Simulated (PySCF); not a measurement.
Species: cyclo-(H2SiO)2.
Bonds: Si1–O4, Si1–O8, O4–Si5, Si5–O8. Hydrogens: H2, H3 on Si1; H6, H7 on Si5.

A GFN2-xTB structure was refined with PBE0-D3(BJ)/def2-SVP geometry optimisation, gas phase in PySCF. Its GFN2-xTB values:

```tsv
coordinate	GFN2-xTB
Si1–H2	1.444 Å
Si1–O4	1.670 Å
Si5–H7	1.444 Å
Si1–O4–Si5	92.1°
H2–Si1–H3	121.2°
H2–Si1–O4	110.7°
O4–Si1–O8	87.9°
```

How do these coordinates change at the PBE0-D3(BJ)/def2-SVP level?

| coordinate | PBE0-D3(BJ)/def2-SVP (Å or °) | change |
| --- | --- | --- |
| Si5–H7 | 1.486 | +0.042 |
| Si1–H2 | 1.486 | +0.042 |
| Si1–O4 | 1.697 | +0.027 |
| H2–Si1–H3 | 111.2 | -10.0 |
| H2–Si1–O4 | 113.6 | +2.9 |
| O4–Si1–O8 | 89.6 | +1.7 |
| Si1–O4–Si5 | 90.4 | -1.7 |

The energy falls by 6.0 kcal/mol over 6 energy and gradient evaluations, the largest force component goes from 0.0325 to 1.5e-04 Eh/bohr, and the atoms move by 0.099 Å rms after alignment. Among the bonds, Si1–H2, Si1–H3, Si5–H6 and Si5–H7 change most and about equally (+0.042 Å). Bonds longer at the end by more than 0.005 Å: 8 of 8; shorter: 0. Rotational constants go from 10246, 4953, 3647 to 9761, 4853, 3514 MHz.

The run used 84 basis functions and 34 SCF cycles in all.

No frequency check. One conformer, not necessarily the lowest.
